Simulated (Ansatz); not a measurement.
Harmonic frequencies (cm⁻¹) at PBE0-D4/def2-TZVP from Ansatz: 231, 256, 323, 488, 662, 667, 678, 1124, 1312, 1840, 2178, 3738.

Each molecule was computed in one conformer, which needn't be the lowest.

Task: Which molecule is it?
A. `Br[SiH]1[NH][AlH]1`
B. `O[SiH]1[NH][Al]1[Cl]`
C. `Cl[SiH]1CO1`
D. `O=C(O)[TeH]`

Result: D.
